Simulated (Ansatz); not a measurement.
`C[SiH2]S[SiH](Cl)Cl` + HCl → `Cl[SiH2]S[SiH](Cl)Cl` + CH₄  (ligand exchange at the Si–C bond)

Calculated with Ansatz (gas phase, PBE0-D4/def2-TZVP geometries, no zero-point term in ΔE). CCSD(T)/CBS is the MP2 limit (def2-TZVPP, def2-QZVPP) plus CCSD(T) − MP2 in def2-TZVPP, frozen cores. This one scheme is used for every species. DFT in def2-TZVPP. Each species was taken in one conformer, which may not be the lowest.

```csv
level,ΔE (kJ/mol),difference from CCSD(T)/CBS
r2SCAN-D4,-95.7,-2.9
PBE0-D4,-92.4,0.4
ωB97X-V,-92.6,0.2
B2PLYP,-97.0,-4.2
PBE,-93.6,-0.8
HF/def2-TZVPP,-102.8,-10.0
CCSD/def2-TZVPP,-89.2,3.6
MP2/def2-QZVPP,-95.8,-3.0
HF/CBS(def2),-102.9,-10.1
CCSD/CBS(def2),-93.5,-0.7
CCSD(T)/CBS,-92.8,0
```

Largest T1 diagnostic among the species: 0.010.

In def2-TZVPP, CCSD(T) changes the Hartree–Fock value by +14.2 kJ/mol (the triples alone add +0.6 kJ/mol) and MP2 by +9.5 kJ/mol.
